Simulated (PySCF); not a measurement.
## How good is the calculation?

Geometry:
```csv
atom,x (Å),y (Å),z (Å)
C1,4.615,-0.278,0.243
O2,3.263,0.139,0.184
C3,2.354,-0.839,0.132
O4,2.642,-2.009,0.132
C5,0.960,-0.318,0.075
C6,0.671,1.052,0.101
C7,-0.648,1.478,0.047
C8,-1.695,0.551,-0.034
C9,-3.098,1.082,-0.091
C10,-4.236,0.099,-0.199
O11,-3.300,2.275,-0.053
C12,-1.398,-0.818,-0.059
C13,-0.079,-1.250,-0.004
H14,4.805,-0.859,1.158
H15,4.869,-0.906,-0.624
H16,5.220,0.636,0.241
H17,1.489,1.770,0.163
H18,-0.907,2.539,0.066
H19,-4.141,-0.510,-1.111
H20,-4.242,-0.592,0.658
H21,-5.180,0.655,-0.227
H22,-2.199,-1.557,-0.122
H23,0.175,-2.312,-0.020
```

- geometry from PBE0-D3(BJ)/def2-SVP
- shielding tensors at PBE0/pcSseg-1 (GIAO)
- run in PySCF 2.14.0 with density-fitted response routines
- equivalent nuclei averaged, in vacuum, one conformer, relativity neglected

Reference values: measured (solution, CD3CN, 313 K; ARKIVOC 2009 (viii) 212).
```json
{"atoms": "O4", "quantity": "δ 17O vs H2O (external)", "reference": "342.0", "computed": "–", "computed, scaled": "340.4"}
{"atoms": "O2", "quantity": "δ 17O vs H2O (external)", "reference": "128.4", "computed": "–", "computed, scaled": "125.5"}
```

Computed shifts are σ(ref) − σ with the named reference compound (TMS for H and C) calculated as an isolated molecule at the same level. The measured values may be among those fitted. Shieldings were converted by a linear fit to measured shifts: 17O (scatter 13.0 ppm rms, 14.4 ppm with the 2 outliers that the fit left out vs liquid water, solution or neat liquid). Occasional misses reach two or three times the rms, and more in compound classes unlike the fitted ones.
